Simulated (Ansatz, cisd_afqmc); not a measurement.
Species: AlSiH₄F, charge 0, singlet. AlSiH4F (SMILES [F][AlH][SiH3]).
B3LYP-D3(BJ)/def2-TZVP minimum from Ansatz (an electronic-structure program):
```xyz
7

Al     0.1352    -0.6906    -0.6290
F     -1.4175    -0.7506    -1.2116
H      1.1545    -1.7032    -1.2775
Si     0.5637     0.9620     1.1304
H      0.3079     2.3380     0.6317
H      1.9706     0.9003     1.6025
H     -0.3237     0.7315     2.2992
```

Total energies in cc-pV(D+d)Z, 18 correlated electrons, 11 frozen orbitals. UHF or UKS for unpaired electrons; spin-orbit terms are left out. Correlated methods leave the cores frozen. No relativity. AFQMC/CISD: phaseless, guided by CISD from CCSD amplitudes; bars are statistical, one sigma. Outlying blocks are dropped, and bars are widened where a walk drifts. Over all cases where full CI ran beside it in this data, AFQMC minus full CI had a median of +0.1 mEh and passed +0.4 mEh in a tenth of the cases.

The bar of a AFQMC/CISD walk is widened from 0.40 to 0.90 mEh, since its halves differ by 1.80 mEh.

| method | program | energy (Eh) | minus CCSDT(Q) (mEh) |
|---|---|---|---|
| HF | Ansatz | -632.69031 | 403.37 |
| MP2 | Ansatz | -633.04531 | 48.38 |
| CCSD | Ansatz | -633.08463 | 9.05 |
| CCSD(T) | Ansatz | -633.09195 | 1.73 |
| CCSDT(Q) | Ansatz | -633.09368 | 0.00 |
| AFQMC/CISD | cisd_afqmc | -633.0934 ± 0.0009 | 0.3 ± 0.9 |

Rough core times of Ansatz's runs on a shared machine: CCSD(T) under 20 s, CCSDT(Q) 10 min.
